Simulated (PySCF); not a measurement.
Input for PySCF: R-M06-2X/6-31G* on CH3Cl (SMILES CCl).

```python
from pyscf import gto, scf, dft, mp
from pyscf.data.elements import chemcore

mol = gto.M(
    atom='''
    C    -0.67173637   -0.91113849    0.84014473
    Cl   -0.84297385    0.87418651    0.79900366
    H    -0.58797957   -1.26875247   -0.18153443
    H     0.22178746   -1.15511480    1.40631480
    H    -1.55089701   -1.32722810    1.32200514
    ''',
    basis='6-31g*',
    cart=True,
    charge=0, spin=0, verbose=3, max_memory=1800)
mf = dft.RKS(mol, xc='m062x')
mf.conv_tol = 1e-8
mf.max_cycle = 100
mf.kernel()
if not mf.converged:
    mf = mf.newton().run(mf.mo_coeff, mf.mo_occ)
```

Output:

```
converged SCF energy = -500.045523924759
```

Self-consistency was reached.

Cost: about 2.5 core-seconds (a rough figure).
